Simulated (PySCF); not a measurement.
H2, SMILES [H][H].

The structure is a stationary point at PBE0-D3(BJ)/def2-TZVPD.

Two levels are set side by side: PBE/def2-TZVPD (PySCF) and r2SCAN/def2-TZVPD (PySCF). Same geometry, gas phase. Differences are taken from unrounded values.

```csv
quantity,PBE
orbital gap (eV),11.16
highest occupied level (eV),-10.35
lowest empty level (eV),0.81
mean polarisability (bohr³),5.6
```

Task: These are the PBE values. What does r2SCAN give? (Estimate from the structure and the level; the computed values follow.)

Result: 
| quantity | r2SCAN | PBE minus r2SCAN |
|---|---|---|
| orbital gap (eV) | 12.69 | -1.53 |
| highest occupied level (eV) | -10.79 | 0.44 |
| lowest empty level (eV) | 1.91 | -1.09 |
| mean polarisability (bohr³) | 5.4 | 0.2 |
